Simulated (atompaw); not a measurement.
**Reading a pseudo-wave (C)**

Columns: radius, all-electron u(r) and pseudo u(r) of the 2p shell (level -5.29 eV) of carbon in the configuration [He] 2s2 2p2; PBE, non-relativistic, PAW (atompaw) scheme, atompaw 4.2.0.5.

```csv
r (bohr),all-electron,pseudo
0.115,0.0599,0.0016
0.231,0.1786,0.0064
0.346,0.3036,0.0143
0.462,0.4171,0.0256
0.577,0.5098,0.0398
0.692,0.5830,0.0571
0.808,0.6383,0.0777
0.923,0.6759,0.1009
1.038,0.6983,0.1269
1.154,0.7081,0.1556
1.269,0.7075,0.1863
1.385,0.6988,0.2189
1.500,0.6841,0.2523
1.615,0.6648,0.2861
1.731,0.6420,0.3196
1.846,0.6171,0.3511
1.962,0.5906,0.3799
2.077,0.5636,0.4041
2.192,0.5363,0.4227
2.308,0.5088,0.4344
2.423,0.4820,0.4382
2.538,0.4559,0.4338
2.654,0.4303,0.4218
2.769,0.4059,0.4038
2.885,0.3823,0.3821
3.000,0.3599,0.3599
```

How many radial nodes do the two functions have?

The all-electron 2p function has n − l − 1 = 0; the pseudo-wave has 0.

Where does each function peak?

Outermost all-electron maximum near 1.15 bohr, pseudo maximum near 2.42 bohr (to the table’s step).

Is the pseudo-wave norm-conserving?

No, it belongs to a PAW set: the norm inside the radius is not constrained, and the difference is carried by the augmentation charge.
